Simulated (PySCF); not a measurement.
PySCF input (HF/def2-TZVPD):

```python
from pyscf import gto, scf, dft

mol = gto.M(
    atom='''
    O     1.72672343   -0.86871458   -0.67641087
    C     1.18174872    0.10347818   -0.25439117
    C    -0.31702514    0.12817975    0.11483282
    F    -0.44622212    0.46472768    1.41214200
    F    -0.91571287   -1.03781772   -0.08897633
    F    -0.93666235    1.07162719   -0.61928171
    H     1.68524708    1.07293467   -0.08631850
    ''',
    basis='def2-tzvpd',
    charge=0,
    spin=0,
    verbose=4,
)

mf = scf.RHF(mol).density_fit(auxbasis='def2-universal-jkfit')
mf.conv_tol = 1e-9
mf.max_cycle = 100
mf.max_memory = 1500
mf.kernel()
if not mf.converged:
    mf = mf.newton()
    mf.kernel(mf.make_rdm1())
mf.analyze()
```

End of the output:

```
Extra cycle  E= -449.681587963461  delta_E= -8.07e-12  |g|= 3.18e-06  |ddm|= 8.04e-06
converged SCF energy = -449.681587963461
**** SCF Summaries ****
Total Energy =                        -449.681587963460800
Nuclear Repulsion Energy =             252.017537130927110
One-electron Energy =                -1124.296844300436305
Two-electron Energy =                  422.597719206048396
Two-electron Coulomb Energy =          471.818605804556000
DFT Exchange-Correlation Energy =      -49.220886598507605
HOMO-LUMO gap [eV] =                    14.741653780185565
**** MO energy ****
MO #1   energy= -26.3631063468591  occ= 2
MO #2   energy= -26.3630871343407  occ= 2
MO #3   energy= -26.3609859303213  occ= 2
MO #4   energy= -20.6183438361828  occ= 2
MO #5   energy= -11.5339876092255  occ= 2
MO #6   energy= -11.3861366882928  occ= 2
MO #7   energy= -1.75258303660958  occ= 2
MO #8   energy= -1.6597404844152   occ= 2
MO #9   energy= -1.65777746191492  occ= 2
MO #10  energy= -1.45758147059879  occ= 2
MO #11  energy= -1.04434525672102  occ= 2
MO #12  energy= -0.915134570273747 occ= 2
MO #13  energy= -0.849814182404231 occ= 2
MO #14  energy= -0.847098436224487 occ= 2
MO #15  energy= -0.800552586495595 occ= 2
MO #16  energy= -0.735743156822088 occ= 2
MO #17  energy= -0.733237566435728 occ= 2
MO #18  energy= -0.707003653636994 occ= 2
MO #19  energy= -0.68925562258491  occ= 2
MO #20  energy= -0.684378876925801 occ= 2
MO #21  energy= -0.673664232140867 occ= 2
MO #22  energy= -0.654027051486467 occ= 2
MO #23  energy= -0.579925762737133 occ= 2
MO #24  energy= -0.483187597865214 occ= 2
MO #25  energy= 0.0585581908039351 occ= 0
MO #26  energy= 0.071890044057112  occ= 0
MO #27  energy= 0.0855225608266833 occ= 0
MO #28  energy= 0.0904867613544319 occ= 0
MO #29  energy= 0.103556664316055  occ= 0
MO #30  energy= 0.12349593461527   occ= 0
MO #31  energy= 0.132578842974386  occ= 0
MO #32  energy= 0.138514534367162  occ= 0
MO #33  energy= 0.14030822041994   occ= 0
MO #34  energy= 0.153448477433626  occ= 0
MO #35  energy= 0.186521234913634  occ= 0
MO #36  energy= 0.190566098712139  occ= 0
MO #37  energy= 0.198794583755006  occ= 0
MO #38  energy= 0.207323024737973  occ= 0
MO #39  energy= 0.226855017478504  occ= 0
MO #40  energy= 0.231270653314005  occ= 0
MO #41  energy= 0.257761112197072  occ= 0
MO #42  energy= 0.259511296399776  occ= 0
MO #43  energy= 0.301247220580976  occ= 0
MO #44  energy= 0.312392833504602  occ= 0
MO #45  energy= 0.324344926240501  occ= 0
MO #46  energy= 0.330509013031907  occ= 0
MO #47  energy= 0.332301603417142  occ= 0
MO #48  energy= 0.360638599470881  occ= 0
MO #49  energy= 0.374981581173347  occ= 0
MO #50  energy= 0.382470598411475  occ= 0
MO #51  energy= 0.401420546634031  occ= 0
MO #52  energy= 0.419934343347133  occ= 0
MO #53  energy= 0.425785202079565  occ= 0
MO #54  energy= 0.426957879692354  occ= 0
MO #55  energy= 0.451565905927215  occ= 0
MO #56  energy= 0.45457587131767   occ= 0
MO #57  energy= 0.462052403855322  occ= 0
MO #58  energy= 0.473083292852162  occ= 0
MO #59  energy= 0.484929276028891  occ= 0
MO #60  energy= 0.485495008601881  occ= 0
MO #61  energy= 0.502445107694993  occ= 0
MO #62  energy= 0.53147495358751   occ= 0
MO #63  energy= 0.545185957353671  occ= 0
MO #64  energy= 0.553967854181604  occ= 0
MO #65  energy= 0.589029254325801  occ= 0
MO #66  energy= 0.593402128779342  occ= 0
MO #67  energy= 0.612929424498073  occ= 0
MO #68  energy= 0.636330347949869  occ= 0
MO #69  energy= 0.642088779620684  occ= 0
MO #70  energy= 0.66939073607307   occ= 0
MO #71  energy= 0.685896441787581  occ= 0
MO #72  energy= 0.702314134799611  occ= 0
MO #73  energy= 0.715741287503401  occ= 0
MO #74  energy= 0.728679018055615  occ= 0
MO #75  energy= 0.748246247283257  occ= 0
MO #76  energy= 0.752829916113753  occ= 0
MO #77  energy= 0.753895276945767  occ= 0
MO #78  energy= 0.765134336271879  occ= 0
MO #79  energy= 0.788256929893455  occ= 0
MO #80  energy= 0.804755683605722  occ= 0
MO #81  energy= 0.810421706322934  occ= 0
MO #82  energy= 0.838356770674291  occ= 0
MO #83  energy= 0.858444444819361  occ= 0
MO #84  energy= 0.87393182775436   occ= 0
MO #85  energy= 0.880055033469903  occ= 0
MO #86  energy= 0.895555334297883  occ= 0
MO #87  energy= 0.911976516144125  occ= 0
MO #88  energy= 0.954010112640466  occ= 0
MO #89  energy= 0.956099758262136  occ= 0
MO #90  energy= 0.979701160285917  occ= 0
MO #91  energy= 1.00406216746171   occ= 0
MO #92  energy= 1.0148167193338    occ= 0
MO #93  energy= 1.03331506279801   occ= 0
MO #94  energy= 1.09641324197492   occ= 0
MO #95  energy= 1.09776827924167   occ= 0
MO #96  energy= 1.10694566757537   occ= 0
MO #97  energy= 1.14760300260222   occ= 0
MO #98  energy= 1.17240955104518   occ= 0
MO #99  energy= 1.17448391183437   occ= 0
MO #100 energy= 1.23529638274911   occ= 0
MO #101 energy= 1.31899383614982   occ= 0
MO #102 energy= 1.34562368275799   occ= 0
MO #103 energy= 1.35278142201453   occ= 0
MO #104 energy= 1.35812058968802   occ= 0
MO #105 energy= 1.39204400212366   occ= 0
MO #106 energy= 1.39935364868971   occ= 0
MO #107 energy= 1.41328243614061   occ= 0
[...]
```
